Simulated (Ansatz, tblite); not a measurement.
Removing an electron: [AlF4]- (AlF₄⁻). The state is a singlet with charge -1. Geometry: r2SCAN-D4/def2-SVPD. Ansatz, gas phase; energy differences of separate SCF runs; the oxidised species was run as a doublet alone.

```xyz
5

Al    0.0000    0.0000    0.0000
F    -0.7618   -0.7886    1.3155
F     1.6011   -0.5844   -0.1658
F     0.0353    1.6876    0.2886
F    -0.8746   -0.3147   -1.4383
```

The xTB rows come from tblite. HOMO above LUMO, or a gap near zero within one spin, warns that the state may not be the lowest or that an electron is smeared out.

```json
{"level": "GFN1-xTB", "−HOMO (eV)": "7.84", "vertical IE (eV)": "11.57", "−LUMO (eV)": "2.06", "HOMO–LUMO gap (eV)": "5.78", "remarks": "–"}
{"level": "PBE-D4/def2-TZVPD", "−HOMO (eV)": "3.43", "vertical IE (eV)": "6.83", "−LUMO (eV)": "-3.38", "HOMO–LUMO gap (eV)": "6.81", "remarks": "gap within one spin near zero (doublet)"}
{"level": "PBE0-D4/def2-TZVPD", "−HOMO (eV)": "5.46", "vertical IE (eV)": "7.79", "−LUMO (eV)": "-3.92", "HOMO–LUMO gap (eV)": "9.38", "remarks": "–"}
```

Task: Estimate the rows for GFN2-xTB, r2SCAN-D4/def2-TZVPD.

Result: 
| level | −HOMO (eV) | vertical IE (eV) | −LUMO (eV) | HOMO–LUMO gap (eV) |
| --- | --- | --- | --- | --- |
| GFN2-xTB | 7.68 | 11.28 | -4.48 | 12.15 |
| r2SCAN-D4/def2-TZVPD | 3.88 | 7.17 | -3.97 | 7.85 |

Relaxing the oxidised species (r2SCAN-D4/def2-SVPD) changes its energy by -0.02 eV at PBE-D4/def2-TZVPD, so the adiabatic ionisation energy to this nearest minimum is 6.80 eV. At PBE0-D4/def2-TZVPD it is 7.77 eV. The gap within one spin of the relaxed charge 0 doublet nearly closes, so an electron or hole may be smeared out by delocalisation error.    Raw xTB energy differences between charge states are shifted by several eV; the methods need an empirical correction for them.
